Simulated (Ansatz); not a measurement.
`[NH]=[V]([NH2])([NH2])[F]` and `[NH]=[Nb]([NH2])([NH2])[F]` differ in one element.

Ansatz, PBE0-D4/def2-TZVP geometries, multiplicity 1. Each molecule was computed in one conformer, which needn't be the lowest.

Elements past krypton have def2 core potentials. Scalar relativity is left out up to krypton.

| property | `[NH]=[V]([NH2])([NH2])[F]` |
| --- | --- |
| size of the dipole moment (ωB97M-V/def2-TZVPP) / D | 2.58 |
| HOMO–LUMO gap (ωB97M-V/def2-TZVPP) / eV | 10.20 |
| HOMO energy (B3LYP/def2-TZVPP) / eV | -7.07 |
| LUMO energy (PBE/def2-TZVPP) / eV | -2.47 |
| HOMO–LUMO gap (PBE0/def2-TZVPP) / eV | 5.71 |
| HOMO energy (PBE0/def2-TZVPP) / eV | -7.30 |

(1) What does the change do to each property? (Best estimate.)

Results:

(1) Computed: 
```csv
property,`[NH]=[Nb]([NH2])([NH2])[F]`,shift
size of the dipole moment (ωB97M-V/def2-TZVPP) / D,2.44,-0.14
HOMO–LUMO gap (ωB97M-V/def2-TZVPP) / eV,10.59,0.39
HOMO energy (B3LYP/def2-TZVPP) / eV,-7.16,-0.09
LUMO energy (PBE/def2-TZVPP) / eV,-1.38,1.09
HOMO–LUMO gap (PBE0/def2-TZVPP) / eV,6.87,1.16
HOMO energy (PBE0/def2-TZVPP) / eV,-7.39,-0.09
```

With PBE0 the HOMO falls by 0.09 eV and the LUMO rises by 1.07 eV, so the gap widens by about 1.16 eV. PBE moves the HOMO by -0.06 eV and ωB97M-V by -0.12 eV. Dipoles are sizes alone; their direction can turn.

B3LYP here is the variant with VWN-RPA as its local correlation; programs differ in this.
